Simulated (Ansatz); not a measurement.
Si19H28⁺, a nanocrystal cut from cubic silicon. Charge 1, multiplicity 2. Geometry PBE-D4/def2-SVP, that of the neutral singlet.

```xyz
47

Si   -0.568   -2.805   -2.861
Si    2.288   -0.399   -3.313
Si   -3.545   -1.870   -0.560
Si   -0.580    0.507   -0.957
Si   -3.578    1.446    1.218
Si   -1.063   -1.292    2.391
Si   -0.636    3.925    0.750
Si    1.889   -2.222    0.109
Si    1.856    1.167    1.926
Si    2.252    3.017   -1.483
Si   -2.363   -3.634   -1.579
Si    0.779   -1.249   -1.718
Si    3.600    1.392   -2.527
Si    0.364   -3.040    1.710
Si   -2.169   -0.322    0.560
Si    0.745    2.134    0.096
Si   -2.432    3.288    2.134
Si    0.333    0.263    3.481
Si    3.210   -0.643    1.257
H     0.281   -3.945   -3.365
H    -1.149   -2.095   -4.060
H     1.468    0.107   -4.476
H     3.175   -1.509   -3.821
H    -4.270   -1.114   -1.648
H    -4.579   -2.418    0.391
H    -1.294    1.132   -2.135
H    -4.301    1.922   -0.019
H    -4.613    0.940    2.193
H    -2.092   -1.823    3.362
H    -1.216    4.522   -0.510
H     0.192    4.989    1.428
H     2.762   -3.351   -0.389
H     2.707    2.220    2.598
H     1.428    3.689   -2.556
H     3.115    4.071   -0.834
H    -3.301   -4.397   -2.483
H    -1.853   -4.587   -0.532
H     4.319    2.025   -3.695
H     4.639    0.887   -1.563
H    -0.417   -4.213    1.177
H     1.149   -3.507    2.914
H    -1.928    2.951    3.511
H    -3.390    4.449    2.263
H    -0.470    1.343    4.158
H     1.120   -0.471    4.542
H     4.371   -0.180    0.416
H     3.764   -1.303    2.499
```

Single mean-field runs in def2-TZVP are fitted with def2-universal-jkfit. At PBE-D4/def2-TZVP, B97M-V/def2-TZVP the gap within one spin of the charge 1 doublet nearly closes, so an electron or hole may be smeared out by delocalisation error.

Problem. Estimate the α-spin orbital energies around the gap (eV) in Ansatz with PBE-D4/def2-TZVP, B97M-V/def2-TZVP, PBE0-D4/def2-TZVP.

Solution. 
| orbital | PBE-D4/def2-TZVP | B97M-V/def2-TZVP | PBE0-D4/def2-TZVP |
| --- | --- | --- | --- |
| HOMO−5 | -9.75 | -10.17 | -10.79 |
| HOMO−4 | -9.70 | -10.13 | -10.73 |
| HOMO−3 | -9.68 | -10.12 | -10.69 |
| HOMO−2 | -9.37 | -9.77 | -10.37 |
| HOMO−1 | -9.35 | -9.76 | -10.31 |
| HOMO | -9.19 | -9.61 | -10.15 |
| LUMO | -5.14 | -5.21 | -4.48 |
| LUMO+1 | -5.06 | -5.16 | -4.39 |
| LUMO+2 | -5.03 | -5.10 | -4.38 |
| LUMO+3 | -5.02 | -5.09 | -4.35 |
| LUMO+4 | -4.89 | -4.95 | -4.22 |
| LUMO+5 | -4.87 | -4.94 | -4.17 |
| β HOMO | -9.15 | -9.58 | -10.09 |
| β LUMO | -9.18 | -9.58 | -9.14 |
